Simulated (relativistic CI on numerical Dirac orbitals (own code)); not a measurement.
**Cl VI: computed level list**

These numbers are calculated, not measured: Dirac-Coulomb-Breit CI, orbitals from a KLI potential per configuration, model QED (radiative potential, 1s self-energy scaled to tabulated hydrogen-like ionisation energies), valence Slater integrals scaled by 0.85, P86 correlation estimate, and configurations built on the next ion tied to the tabulated ionisation energy (semi-empirical) (own radial code, finite nucleus).

Configurations in the expansion (outside the closed core [Ne]): 3s2, 3s 3d, 3s 4s, 3s 4p, 3s 3p, 3s 4d, 3s 5s, 3s 4f, 3p2, 3d2, 3p 3d, 3p 4s, 3d 4s, 3s 5p, 3s 5d, 4s2, 3s 5f, 3s 5g. Levels of other configurations are missing.

| No. | Configuration | Term | J | E (eV) | % | Landé g | jj configuration (%) |
| --- | --- | --- | --- | --- | --- | --- | --- |
| 1 | 3s2 | 1S | 0 | 0.0000 | 97 |  | closed (97) |
| 2 | 3s 3p | 3P° | 0 | 12.2444 | 100 |  | 3s 3p1/2 (100) |
| 3 | 3s 3p | 3P° | 1 | 12.3121 | 100 | 1.501 | 3s 3p1/2 (68) |
| 4 | 3s 3p | 3P° | 2 | 12.4538 | 100 | 1.501 | 3s 3p3/2 (100) |
| 5 | 3s 3p | 1P° | 1 | 18.1857 | 97 | 1.000 | 3s 3p3/2 (66) |
| 6 | 3p2‡ | 1D | 2 | 28.5639 | 78 | 1.007 | 3p1/2 3p3/2 (62) |
| 7 | 3p2‡ | 3P | 0 | 29.0727 | 99 |  | 3p1/2^2 (70) |
| 8 | 3p2‡ | 3P | 1 | 29.1500 | 100 | 1.501 | 3p1/2 3p3/2 (100) |
| 9 | 3p2‡ | 3P | 2 | 29.2991 | 98 | 1.493 | 3p3/2^2 (76) |
| 10 | 3p2‡ | 1S | 0 | 33.8743 | 94 |  | 3p3/2^2 (67) |
| 11 | 3s 3d | 3D | 1 | 34.9697 | 100 | 0.499 | 3s 3d3/2 (100) |
| 12 | 3s 3d | 3D | 2 | 34.9708 | 100 | 1.167 | 3s 3d3/2 (60) |
| 13 | 3s 3d | 3D | 3 | 34.9732 | 100 | 1.334 | 3s 3d5/2 (100) |
| 14 | 3s 3d | 1D | 2 | 39.9662 | 78 | 1.000 | 3s 3d5/2 (47) |
| 15 | 3p 3d‡ | 3F° | 2 | 47.6974 | 98 | 0.670 | 3p1/2 3d3/2 (82) |
| 16 | 3p 3d‡ | 3F° | 3 | 47.7770 | 100 | 1.083 | 3p3/2 3d3/2 (51) |
| 17 | 3p 3d‡ | 3F° | 4 | 47.8777 | 100 | 1.250 | 3p3/2 3d5/2 (100) |
| 18 | 3p 3d‡ | 1D° | 2 | 48.3643 | 99 | 0.997 | 3p3/2 3d5/2 (47) |
| 19 | 3p 3d‡ | 3P° | 2 | 50.6495 | 94 | 1.483 | 3p1/2 3d5/2 (64) |
| 20 | 3p 3d‡ | 3P° | 1 | 50.7177 | 93 | 1.439 | 3p3/2 3d5/2 (36) |
| 21 | 3p 3d‡ | 3P° | 0 | 50.7684 | 100 |  | 3p3/2 3d3/2 (100) |
| 22 | 3s 4s | 3S | 1 | 50.7971 | 100 | 2.002 | 3s 4s (100) |
| 23 | 3p 3d‡ | 3D° | 1 | 50.9665 | 94 | 0.561 | 3p3/2 3d3/2 (62) |
| 24 | 3p 3d‡ | 3D° | 2 | 50.9972 | 95 | 1.185 | 3p3/2 3d3/2 (62) |
| 25 | 3p 3d‡ | 3D° | 3 | 51.0139 | 100 | 1.334 | 3p3/2 3d5/2 (70) |
| 26 | 3s 4s | 1S | 0 | 52.1991 | 100 |  | 3s 4s (100) |
| 27 | 3p 3d‡ | 1F° | 3 | 54.4963 | 95 | 1.000 | 3p3/2 3d3/2 (38) |
| 28 | 3p 3d‡ | 1P° | 1 | 55.1686 | 69 | 1.000 | 3p3/2 3d5/2 (43) |
| 29 | 3s 4p | 3P° | 0 | 56.3524 | 99 |  | 3s 4p1/2 (99) |
| 30 | 3s 4p | 3P° | 1 | 56.3742 | 99 | 1.500 | 3s 4p1/2 (68) |
| 31 | 3s 4p | 3P° | 2 | 56.4212 | 99 | 1.501 | 3s 4p3/2 (99) |
| 32 | 3s 4p | 1P° | 1 | 57.2546 | 67 | 1.000 | 3s 4p3/2 (47) |
| 33 | 3s 4d | 3D | 1 | 63.5763 | 100 | 0.499 | 3s 4d3/2 (100) |
| 34 | 3s 4d | 3D | 2 | 63.5771 | 100 | 1.167 | 3s 4d3/2 (60) |
| 35 | 3s 4d | 3D | 3 | 63.5786 | 100 | 1.334 | 3s 4d5/2 (100) |
| 36 | 3s 4d | 1D | 2 | 63.8562 | 99 | 1.000 | 3s 4d5/2 (60) |
| 37 | 3s 4f | 3F° | 2 | 66.0191 | 100 | 0.666 | 3s 4f5/2 (100) |
| 38 | 3s 4f | 3F° | 3 | 66.0196 | 100 | 1.083 | 3s 4f5/2 (57) |
| 39 | 3s 4f | 3F° | 4 | 66.0204 | 100 | 1.250 | 3s 4f7/2 (100) |
| 40 | 3p 4s‡ | 3P° | 0 | 66.2430 | 99 |  | 3p1/2 4s (99) |
| 41 | 3p 4s‡ | 3P° | 1 | 66.3072 | 98 | 1.496 | 3p1/2 4s (75) |
| 42 | 3p 4s‡ | 3P° | 2 | 66.4671 | 99 | 1.501 | 3p3/2 4s (99) |
| 43 | 3s 4f | 1F° | 3 | 66.8684 | 95 | 1.000 | 3s 4f7/2 (54) |
| 44 | 3p 4s‡ | 1P° | 1 | 67.3084 | 90 | 1.005 | 3p3/2 4s (70) |
| 45 | 3s 5s | 3S | 1 | 70.2086 | 100 | 2.002 | 3s 5s (100) |

Energies count from the lowest computed level; ° marks odd parity. Filled j subshells are mostly left out of the jj labels. ‡ marks configurations that were not tied to measured data.

The mean weight of the leading LS term, summed over parents, in these 45 levels is 96 %, and that of the leading jj configuration (from the same eigenvectors) 77 %, so LS coupling describes them better.

Configurations that consist of the next ion and one excited electron were tied to the tabulated ionisation energy; Rydberg ones are usually within 1,000 to 3,000 cm⁻¹ and the lowest ones within about 6,000 (9,000 in d shells), while levels on excited terms of the next ion carry the error of that term, and the other configurations can be misplaced by 10,000 cm⁻¹ or more. Rates follow the energies as ν³ (E1, M1) or ν⁵ (E2), so rates, branching and lifetimes can be off by large factors.
